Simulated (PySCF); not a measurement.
Method: B3LYP/[Pt def2-SVP with ECP60, I def2-SVP with ECP28], scalar-relativistic core potentials, density fitting, no spin–orbit coupling, PySCF. Open shells, if any, are unrestricted.

What spin state, shape and geometry does isolated PtI₂ take (every ligand bound to Pt)?

Formally Pt is in oxidation state +2, d8, with 2 unpaired electrons (the high-spin count). The Mulliken spin on Pt is 0.98, so most of the spin sits on the ligands and the formal count fails. The polar-tensor charge on Pt, 0.55, is far below the formal one. The lowest minimum found is a triplet of D∞h symmetry with Pt–I 2.519 Å (×2); I–Pt–I 180.0°. Its harmonic wavenumbers are 38 (πu), 170 (σg+), 236 (σu+) cm⁻¹ and its dipole moment is 0.00 D.

Other isomers or separated fragments may lie lower. Open d and f shells are described by one determinant, and the ground state may have another occupation or spin. Spin–orbit coupling, left out here, can matter for elements this heavy.
